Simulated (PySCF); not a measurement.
A PySCF script (with the pyscf-properties extension) for the NMR shieldings of `FC[C@@H]1BCCCC1`, C₆H₁₂BF, on a GFN2-xTB geometry:

```python
import basis_set_exchange as bse
import numpy as np
from pyscf import gto, dft
from pyscf.prop import nmr

atoms = """
F    -2.859224   -1.590824    0.603709
C    -2.433447   -0.356151    0.155630
C    -0.949932   -0.151820    0.443018
B    -0.441088    1.330554    0.255435
C     1.090077    1.559998   -0.004518
C     1.810384    0.389458   -0.685566
C     1.387927   -0.950221   -0.090101
C    -0.102524   -1.197634   -0.299562
H    -3.050957    0.385584    0.671442
H    -2.643457   -0.332464   -0.918468
H    -0.820104   -0.343817    1.519798
H    -1.172595    2.234432    0.401392
H     1.538486    1.707587    0.986013
H     1.298559    2.482532   -0.550979
H     2.892567    0.509402   -0.593414
H     1.570259    0.395716   -1.751315
H     1.614057   -0.962244    0.978709
H     1.958970   -1.753660   -0.560908
H    -0.366308   -2.199839    0.045209
H    -0.326797   -1.145908   -1.367950
"""
names = dict.fromkeys(["F", "C", "B", "H"], "pcSseg-1")
basis = {el: gto.basis.parse(bse.get_basis(n, elements=[el], fmt="nwchem")) for el, n in names.items()}
mol = gto.M(atom=atoms, basis=basis, charge=0, verbose=0)
mf = dft.RKS(mol, xc="PBE0")
mf.grids.level = 2
mf.grids.alignment = dft.numint.BLKSIZE   # the property module wants whole blocks of grid points
mf.conv_tol = 1e-9
mf.kernel()

calc = nmr.RKS(mf)   # GIAO
C = mf.mo_coeff
Co = C[:, mf.mo_occ > 0]
resp = mf.gen_response(singlet=True, hermi=2)
def vind(x):   # induced exchange potential for any number of trial vectors
    d = np.einsum("pi,xij,qj->xpq", C, 2 * x.reshape(-1, C.shape[1], Co.shape[1]), Co, optimize=True)
    return np.einsum("xpq,pi,qj->xij", resp(d - d.transpose(0, 2, 1)), C, Co, optimize=True).ravel()
mo1, _ = nmr.rhf.solve_mo1(calc, with_cphf=vind)
sigma = calc.kernel(mo1)
for i, s in enumerate(sigma):   # ppm
    print("%2d %-2s %9.2f" % (i, mol.atom_pure_symbol(i), np.trace(s) / 3))
```

**Question.** What are the results?

**Answer.** 
```
 0 F     415.13
 1 C      95.69
 2 C     138.71
 3 B      11.82
 4 C     157.02
 5 C     158.52
 6 C     156.37
 7 C     154.61
 8 H      26.37
 9 H      27.10
10 H      30.33
11 H      23.83
12 H      30.81
13 H      29.59
14 H      29.68
15 H      30.36
16 H      30.27
17 H      29.67
18 H      29.14
19 H      30.55
```

These numbers come from an equivalent density-fitted implementation of the same equations, which agrees with the script to about 0.01 ppm for H and up to a few tenths of a ppm for heavy atoms, so last digits may differ.

Size and cost of the density-fitted run: 196 basis functions, 22 s wall time on 1 thread of an AMD EPYC 9R14, shared host; peak memory 0.87 GiB.
